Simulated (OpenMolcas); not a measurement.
# Pd2+: moving the ligands

Pd2+ with 6 ligands (ammonia) in tetragonal octahedral coordination (Ci) at 2.28 Å, the axial distance 2.166 Å. Ligand basis ANO-RCC-VDZP.

```
Program             : OpenMolcas
Method              : SS-CASPT2, IPEA 0.25 Eh, imaginary shift 0.1 Eh (closed shells correlated: 4s 4p and the ligand valence shells)
Basis               : ANO-RCC-VDZP [6s5p3d1f]
Scalar Hamiltonian  : DKH2, point nucleus
Active space        : 8 electrons in 5 orbitals (4d)
State averaging     : 2S+1 = 3 even, 10 roots; 2S+1 = 1 even, 15 roots
Spin-orbit coupling : RASSI with atomic mean-field integrals over the reference wave functions
```

Runs around this geometry, states. Energies in cm-1 above the lowest state or level, χT in cm3 K/mol.

| R (Å) | Axial / equatorial distance | Ground state | First state of that spin | First gap with spin-orbit (degeneracies) | χT at 300 K | First state of another spin |
| --- | --- | --- | --- | --- | --- | --- |
| 2.14 | 0.95 | 2S+1 = 3 | 28220 | 0 (1, 1) | 1.156 | 2S+1 = 1: 6610 |
| 2.28 | 0.95 | 2S+1 = 3 | 20430 | 0 (1, 1) | 1.235 | 2S+1 = 1: 7310 |
| 2.35 | 0.95 | 2S+1 = 3 | 17450 | 0 (1, 1) | 1.284 | 2S+1 = 1: 7540 |
| 2.28 | 1.045 | 2S+1 = 3 | 17510 | 9 (1, 1) | 1.283 | 2S+1 = 1: 8000 |

Over all roots computed the reference weight is 0.67 to 0.69 in R = 2.14 in ratio = 0.95, 0.67 to 0.69 in R = 2.28 in ratio = 0.95, 0.67 to 0.69 in R = 2.35 in ratio = 0.95, 0.67 to 0.69 in R = 2.28 in ratio = 1.045; a low but even weight reflects the number of correlated electrons. Real 4d8 and 5d8 ions are as a rule square planar and diamagnetic. This shell can be high or low spin here, a state of another spin lies low, and with metal d orbitals alone active their balance is uncertain, so the ground spin may be wrong. Ligand-to-metal charge-transfer states are missing. With no ligand orbital active B as a rule stays too high, so bands that hang on it stand too high and its fall with covalency is understated. With one d shell and no ligand orbital active, 10Dq can be off by a tenth or more. The least metal-like active orbital is 77 % on the metal (Löwdin) and no ligand orbital is active, so the numbers are rough (holds for R = 2.14, ratio = 0.95). The least metal-like active orbital is 81 % on the metal (Löwdin) and no ligand orbital is active, so the numbers are rough (holds for R = 2.28, ratio = 0.95). The least metal-like active orbital is 83 % on the metal (Löwdin) and no ligand orbital is active, so the numbers are rough (holds for R = 2.35, ratio = 0.95). The least metal-like active orbital is 84 % on the metal (Löwdin) and no ligand orbital is active, so the numbers are rough (holds for R = 2.28, ratio = 1.045). No measured value stands beside these numbers; the geometry was imposed, not optimised, and the real ion may take another.

A state without a sure symmetry label is named by its multiplicity alone.
